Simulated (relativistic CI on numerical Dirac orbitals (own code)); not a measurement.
What each ingredient does to the levels of Er⁵⁶⁺

Base calculation: Dirac-Coulomb-Breit CI, separate exchange-only KLI orbitals for each configuration, model QED, unscaled Slater integrals.

CI space (outside the closed core [Ne]): 3s2, 3s 3p, 3p2, 3s 3d, 3d2, 3p 3d, 3p 4s, 3d 4s, 3s 4s, 3s 4p, 3s 4d, 3s 4f, 3s 5s, 3s 5p, 3s 5d, 4s2. Levels of other configurations are missing.

The lowest level and the first level of each name with at least 55 % of one term (blank where a level has no safe partner in the second run):

```
      Level  Base (eV)  Shift (eV)
   3s2 1S_0      0.000       0.000
3s 3p 3P°_0    121.882      -3.121
3s 3p 3P°_1    135.694      -2.830
   3p2 3P_0    292.714      -6.250
3s 3p 3P°_2    369.346      +0.066
3s 3p 1P°_1    403.657      -0.093
   3p2 1D_2    525.941      -2.276
   3p2 3P_1    527.437      -3.264
 3s 3d 3D_1    562.503      +0.980
 3s 3d 3D_2    572.767      +1.002
 3s 3d 3D_3    618.664      +3.002
 3s 3d 1D_2    634.891      +2.407
3p 3d 3F°_2    694.180      -1.840
   3p2 3P_2    782.553      -0.062
```

At this charge energies of transitions that change n are usually good to better than 1 %, and those within a shell (Δn = 0) to a few per cent.

(1) One thing was changed in a second run, which moved the levels as shown. Which?
A. QED terms removed
B. valence Slater integrals scaled by 0.9
C. Breit term removed
D. configuration mixing switched off

Answers

(1) C. Breit term removed. The Breit term mainly narrows fine-structure intervals, so removing it widens them.

LS names give the leading component of a level, which can be under half, so a name can repeat, a term be missing and a line seem to break the LS rules.
